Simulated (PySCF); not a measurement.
Correlation energy of N⁺ (nitrogen, charge +1)

[He] 2s2 2p2, high-spin 3P determinant. Computed with PySCF 2.14 in aug-cc-pVTZ with one added diffuse shell each of s, p, d, f type (6s5p4d3f, 62 functions), with the non-relativistic Hamiltonian (point nucleus). Frozen: 1s2; 4 electrons correlated.

```json
{"level": "CCSD", "correlation energy (mhartree)": "-92.98"}
{"level": "(T)", "correlation energy (mhartree)": "-1.63"}
{"level": "CCSD(T)", "correlation energy (mhartree)": "-94.61"}
```

Diagnostics: T1 = 0.0064, D1 = 0.0125, largest double amplitude 0.118.

Cost of the coupled-cluster step: about 12 core-seconds, for 4 correlated electrons.

Iterations:

```
CC2 = 0
CCSD nocc = (np.int64(3), np.int64(1)), nmo = (61, 61)
frozen orbitals [[0], [0]]
max_cycle = 100
direct = 0
conv_tol = 1e-08
conv_tol_normt = 1e-06
diis_space = 8
diis_start_cycle = 0
Init t2, MP2 energy = -0.0720884675827297
Init E_corr(UCCSD) = -0.072088467590924
cycle = 1  E_corr(UCCSD) = -0.0858352836828273  dE = -0.0137468161  norm(t1,t2) = 0.0402226
cycle = 2  E_corr(UCCSD) = -0.0899043084832786  dE = -0.0040690248  norm(t1,t2) = 0.0180026
cycle = 3  E_corr(UCCSD) = -0.0930314386481132  dE = -0.00312713016  norm(t1,t2) = 0.0090225
cycle = 4  E_corr(UCCSD) = -0.0929649794351938  dE = 6.64592129e-05  norm(t1,t2) = 0.0010379
cycle = 5  E_corr(UCCSD) = -0.0929823850881301  dE = -1.74056529e-05  norm(t1,t2) = 0.000162524
cycle = 6  E_corr(UCCSD) = -0.092978274002259  dE = 4.11108587e-06  norm(t1,t2) = 2.35312e-05
cycle = 7  E_corr(UCCSD) = -0.0929795700457382  dE = -1.29604348e-06  norm(t1,t2) = 5.47902e-06
cycle = 8  E_corr(UCCSD) = -0.0929794662515948  dE = 1.03794143e-07  norm(t1,t2) = 1.47093e-06
cycle = 9  E_corr(UCCSD) = -0.0929793990781449  dE = 6.71734499e-08  norm(t1,t2) = 3.87947e-07
cycle = 10  E_corr(UCCSD) = -0.09297942362867  dE = -2.45505251e-08  norm(t1,t2) = 9.67736e-08
cycle = 11  E_corr(UCCSD) = -0.0929794211220405  dE = 2.5066295e-09  norm(t1,t2) = 1.58614e-08
UCCSD converged
E(UCCSD) = -53.9834882103939  E_corr = -0.09297942112204054
UCCSD(T) correction = -0.00163399516849524
```
